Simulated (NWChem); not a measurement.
Isomers of Si₂H₅O₂F, each optimised at PBE0/def2-SVP with NWChem, gas phase unless a solvent is named. Flexible species stand in one conformer each, which need not be the lowest. 

A: [Si@@H](F)(O)[SiH2]O
B: O[SiH2]O[SiH2]F
C: O[Si](O)(F)[SiH3]
D: F[SiH2][SiH](O)O

Rank them by orbital gap (eV), PBE0/def2-SVP, lowest first.

A (7.49), D (7.74), C (8.80), B (9.44)
